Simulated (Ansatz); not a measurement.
System: CaF, charge 1, singlet. CaF+ (SMILES [F][Ca+]).
B3LYP-D3(BJ)/def2-TZVP minimum from Ansatz (a program for electronic structure):
```
Ca
F 1 1.8817
```
Charge +1, spin multiplicity 1.

Total energies in def2-QZVPP, 8 correlated electrons, 10 frozen orbitals. Radicals and triplets start from unrestricted determinants; spin-orbit coupling is neglected. Correlated methods leave the cores frozen (noble-gas shells, and filled d and f shells in the p block). No relativity. The spin of CaF+ ([F][Ca+], singlet) was assumed, and the state is the lowest solution found for it.

| method | program | energy (Eh) | minus CCSDT(Q) (mEh) |
|---|---|---|---|
| HF | Ansatz | -776.12411 | 309.09 |
| MP2 | Ansatz | -776.42933 | 3.88 |
| CCSD | Ansatz | -776.42311 | 10.09 |
| CCSD(T) | Ansatz | -776.43298 | 0.22 |
| CCSDT(Q) | Ansatz | -776.43320 | 0.00 |

Rough core times of Ansatz's runs on a shared machine: CCSD(T) under 20 s, CCSDT(Q) 6 min.
